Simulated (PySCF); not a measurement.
Molecule: SMILES CCC[SiH]([SiH3])[SiH3], C3H14Si3.

Geometry:
```
atom   x (Å)   y (Å)   z (Å)
  C1  -1.803   0.165   0.905
  C2  -1.757  -0.634  -0.387
  C3  -0.918   0.009  -1.491
 Si4   0.916   0.310  -1.081
 Si5   1.280   2.163   0.322
 Si6   1.869  -1.572  -0.053
  H7  -2.475  -0.299   1.642
  H8  -2.159   1.193   0.729
  H9  -0.809   0.236   1.377
 H10  -2.785  -0.784  -0.761
 H11  -1.370  -1.648  -0.176
 H12  -1.355   0.977  -1.794
 H13  -0.929  -0.626  -2.394
 H14   1.654   0.575  -2.359
 H15   1.211   1.769   1.764
 H16   2.633   2.751   0.067
 H17   0.249   3.223   0.079
 H18   1.629  -2.816  -0.851
 H19   3.344  -1.383   0.106
 H20   1.275  -1.770   1.308
```

Geometry PBE0-D3(BJ)/def2-SVP throughout; GIAO in PySCF, gas phase, one conformer, non-relativistic; equivalent atoms averaged; basis pcSseg-1.

For orientation, B97-D gives these absolute shieldings σ: C2 154.2, C1 160.3, C3 163.6, Si4 418.3, Si5/Si6 445.2, H14 27.64, H15/H16/H17/H18/H19/H20 27.89, H7/H8/H9 30.42, H12/H13 30.28 ppm.

A run gave: C2 155.3, C1 161.1, C3 164.3, Si4 412.0, Si5/Si6 439.0, H14 27.31, H15/H16/H17/H18/H19/H20 27.61, H7/H8/H9 30.30, H12/H13 30.09 ppm (absolute shieldings σ).

Which functional was used in that run?
A. B3LYP
B. BP86
C. HF
D. WP04
E. LDA

## Answers

B. H14 tells them apart best: BP86 gives 27.31, B3LYP gives 27.65, LDA gives 26.60, WP04 gives 28.36, HF gives 28.28 ppm.
